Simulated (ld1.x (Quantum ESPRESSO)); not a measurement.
**I (Z = 53): excitation energies, all-electron against ultrasoft**

```json
{
  "Element": "iodine",
  "Generator": "ld1.x (Quantum ESPRESSO) 7.5",
  "Type": "ultrasoft",
  "Functional": "PBE",
  "Relativity": "scalar-relativistic",
  "Frozen core": "[Kr] 4d10",
  "Valence charge": "7",
  "Reference configuration": "5s1 5p6",
  "Partial waves": "5s (bound): rcut 1.35, rcutus 1.85 bohr; 5s channel at -0.95 Ry: rcut 1.35, rcutus 1.85 bohr; 5p (bound): rcut 2.05, rcutus 2.50 bohr; 5p channel at 1.2 Ry: rcut 2.05, rcutus 2.50 bohr",
  "Local potential": "all-electron potential smoothed inside 1.60 bohr (lloc = -1)",
  "Core correction": "none",
  "Augmentation charge": "built from norm-conserving waves at rcut, not smoothed further"
}
```

Energies are relative to the spin-unpolarised reference configuration 5s1 5p6; without spin polarisation the order of configurations can differ from experiment. Not all tests gave a result: test run stopped at test 5 of 7 (negative rho).

Question: Give the all-electron excitation energy and the error of the potential for: 5s2 5p5; 5s2 5p4; 5s2 5p3; 5s2 5p5.3.

Answer:

```csv
valence configuration,charge,ΔE all-electron (eV),error AE − PS (meV)
5s2 5p5,0,-10.414,+132
5s2 5p4,+1,0.717,+181
5s2 5p3,+2,20.563,+257
5s2 5p5.3,-0.3,-12.197,+123
```

Levels in the configuration 5s2 5p5.3:

```json
{"level": "5s", "all-electron (eV)": "-14.983", "pseudo (eV)": "-15.098"}
{"level": "5p", "all-electron (eV)": "-4.822", "pseudo (eV)": "-4.793"}
```

Note: ghost state, extra bound levels that the all-electron valence spectrum of the same l lacks: d at -7.6 eV. A true bound ghost makes a file unfit for plane-wave use.
